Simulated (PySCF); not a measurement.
C₂H₇O, SMILES C([OH2+])C, charge +1. Atoms are numbered in the order given.

```xyz
10

C     -0.3040     1.2622     0.0000
C      0.6220     0.0894     0.0000
O     -0.1737    -1.2565     0.0000
H      0.3199     2.1606     0.0000
H     -0.9269     1.3002    -0.8944
H     -0.9269     1.3002     0.8944
H      1.2303    -0.0242     0.8926
H      1.2303    -0.0242    -0.8926
H     -0.7224    -1.3850    -0.7968
H     -0.7224    -1.3850     0.7968
```
Charge +1, spin multiplicity 1.

Geometry optimised at B3LYP-D3(BJ)/def2-TZVP. The isomer is the one that the SMILES or the coordinates give; other isomers of the formula were not compared.

Computed with B3LYP-D3(BJ)/def2-TZVP in PySCF.

Harmonic, unscaled wavenumbers; measured fundamentals usually lie a few per cent lower.

Estimate the vibrational spectrum. (The exact figures need the calculation; the answer reports its results.)


```tsv
mode	ν (cm⁻¹)	IR (km/mol)	moving atoms (share of kinetic energy)
1	176	58.7	H 95 %
2	264	0.0	H 90 %
3	368	11.7	H 41 %, C 35 %, O 24 %
4	643	200.2	C 43 %, O 42 %, H 15 %
5	712	182.6	H 76 %, O 15 %, C 9 %
6	799	5.1	H 94 %
7	915	0.3	H 95 %
8	951	30.3	C 50 %, H 49 %
9	1119	20.4	C 58 %, H 41 %
10	1224	3.7	H 60 %, C 37 %
11	1315	4.9	H 92 %
12	1382	13.7	H 84 %, C 14 %
13	1421	17.9	H 84 %, C 16 %
14	1477	16.0	H 97 %
15	1493	1.5	H 90 %, C 9 %
16	1501	12.1	H 91 %, C 8 %
17	1664	108.7	H 93 %
18	3040	6.4	H 97 %
19	3101	2.0	H 91 %, C 9 %
20	3123	0.7	H 95 %
21	3123	2.0	H 90 %, C 10 %
22	3191	0.5	H 89 %, C 11 %
23	3630	159.3	H 97 %
24	3711	255.5	H 92 %
```
